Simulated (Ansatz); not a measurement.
Consider the redistribution: `[NH2][Ga]([NH2])[Br]` + `B[SiH2]F` → `[NH2][Ga]([NH2])[F]` + `B[SiH2]Br`.

Program: Ansatz. Geometries: PBE0-D4/def2-TZVP. ΔE: electronic, gas phase. CCSD(T)/CBS adds triple-zeta CCSD(T) − MP2 to the extrapolated MP2 energy (def2 sets, frozen cores). DFT in def2-TZVPP. B3LYP here is the variant with VWN-RPA as its local correlation; programs differ in this. HSE06 is defined as in plane-wave codes. For Br, Ga outer-core shells are correlated without core-valence functions, which leaves a few kJ/mol of doubt a bond. Scalar relativity is left out up to krypton. One conformer a species, not always the lowest.

```tsv
level	ΔE (kJ/mol)
B3LYP-D4	79.2
r2SCAN	76.1
B3LYP	78.4
r2SCANh	77.1
HSE06	73.9
BHLYP	83.7
MP2/def2-TZVPP	77.7
SCS-MP2/def2-QZVPP	78.0
```

(1) What does CCSD(T)/CBS give? (An estimate is asked.)

Largest T1 diagnostic among the species: 0.013.

Answers

(1) Ansatz gave: +78.4 kJ/mol. The listed levels differ from it by 0.8, -2.3, 0.0, -1.3, -4.5, 5.3, -0.7, -0.4 kJ/mol.

From BLYP to BHLYP (50 % exact exchange), in def2-TZVPP and without D4, ΔE moves by +8.8 kJ/mol. At CCSD(T), def2-SVP lies −14.1 kJ/mol from the extrapolated value and def2-TZVPP −0.0 kJ/mol.
